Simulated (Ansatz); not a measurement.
```yaml
crystal:
  periodic: [false, false, false]
  atoms:
    - {symbol: C, position_ang: [-0.453898, 1.614732, -0.831267]}
    - {symbol: Al, position_ang: [-0.083219, -0.142412, -0.061747]}
    - {symbol: C, position_ang: [1.167957, -0.432341, 1.411195]}
    - {symbol: N, position_ang: [-0.916656, -1.553492, -0.741534]}
    - {symbol: H, position_ang: [-1.129424, 1.567027, -1.689329]}
    - {symbol: H, position_ang: [-0.910055, 2.279724, -0.090118]}
    - {symbol: H, position_ang: [0.466806, 2.106972, -1.161210]}
    - {symbol: H, position_ang: [2.192318, -0.534840, 1.036566]}
    - {symbol: H, position_ang: [0.942322, -1.340145, 1.977385]}
    - {symbol: H, position_ang: [1.174254, 0.406648, 2.113033]}
    - {symbol: H, position_ang: [-0.807378, -2.501137, -0.418417]}
    - {symbol: H, position_ang: [-1.566126, -1.525836, -1.510758]}
basis:
  gaussian: {orbitals: ANO-RCC-VTZP}
total_charge: -2
magnetization: {spin_polarized: true, initial_magnetization: 0}
hamiltonian: {xc: {name: SVWN5}}
```

```sh
$ ansatz run in.yaml --threads 4 --pin off --events-out ev --progress --plain --max-ram 10444MiB
```

Shortened log:

```
Functional definition: SVWN5
1494 factors; their error is unknown
mean field evaluation 1: about -10234.0624 eV, gradient 4.3e1 eV
mean field evaluation 2: about -10212.8941 eV, gradient 7.3e1 eV
mean field evaluation 4: about -10241.5829 eV, gradient 8.8e0 eV
mean field evaluation 8: about -10242.8297 eV, gradient 2.0e-1 eV
mean field evaluation 16: about -10242.8017 eV, gradient 6.4e-3 eV
mean field evaluation 32: about -10242.8017 eV, gradient 4.9e-6 eV
mean field -10242.80171587 eV, -376.4160202379 hartree, gradient 4.9e-6 eV, S^2 0.000000; 7 other end points of the search recorded, 0 dependent functions left out
reference -10242.80175322 eV, -376.4160216104 hartree; 21, 21 occupied and 215, 215 virtual orbitals, 1494 factors
Total energy: -10242.80175322 eV, -376.4160216104 hartree
Relativity: scalar
```

In this input the charge is far from anything that the molecule holds. The calculation finished and met its thresholds. The result belongs to that input, not to the molecule as meant.
